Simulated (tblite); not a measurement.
A tight-binding relaxation on `B[Si@@H](BF)[C@H]1C=C1C`.

Computed with GFN2-xTB geometry optimisation, gas phase (tblite 0.8.0). Start geometry: from a force field or distance geometry. The command runs a driver script over a list of jobs; the input below is this job's line of settings and its coordinates in Å.

Command:
```bash
OMP_NUM_THREADS=1 python probes_run.py task.json out
```

Input:
```
{"job": {"kind": "relax", "xc": "GFN2-xTB", "basis": "xTB"}, "charge": 0, "multiplicity": 1}
B     -1.928400    -1.178400    -1.475300
Si    -1.268200     0.416900    -0.558000
B     -1.739300     0.247500     1.300500
F     -2.114100    -1.073900     1.770900
C      0.534600     0.566000    -0.881400
C      1.258400     1.619200    -0.115500
C      1.560800     0.372200     0.159800
C      2.347100    -0.649000     0.949200
H     -1.338000    -1.584000    -2.389100
H     -2.744300    -1.842300    -0.917600
H     -1.927700     1.602200    -1.143000
H     -2.415700     1.120900     1.780000
H      0.880200     0.396700    -1.918000
H      1.397900     2.687400     0.044500
H      1.623500    -1.084600     1.673400
H      3.193800    -0.164000     1.468200
H      2.672400    -1.440600     0.241400
```

Output:
```
step      E/eV     max force
  0    -597.21063    3.182
  1    -597.58053    1.634
  2    -597.65322    2.508
  3    -597.74650    1.046
  4    -597.78768    0.636
  5    -597.84986    0.725
  6    -597.88157    0.663
  7    -597.90472    0.412
  8    -597.91521    0.366
  9    -597.92565    0.363
... (145 lines left out)
155    -598.09549    0.020
156    -598.09554    0.017
157    -598.09559    0.016
158    -598.09564    0.017
159    -598.09571    0.020
160    -598.09579    0.021
161    -598.09587    0.020
162    -598.09592    0.015
163    -598.09596    0.012
164    -598.09598    0.010
```

«max force» is the largest atomic force in eV/Å.

Question: From which step on does the largest force stay under 0.1 eV/Å, and how much energy is left to gain from there?

Answer: From step 95 (0.093 eV/Å), 11.0 meV above the end.

Summary of the converged run: energy lowered by 20.4 kcal/mol over 164 steps; largest atomic force 0.010 eV/Å at the end.

Time: 1.9 s of wall time. Hardware: Arm Neoverse N1, one thread, shared host with 64 logical CPUs at a one-minute load of 52.
Labels such as C1 count atoms from 1, the log's own numbers from 0.
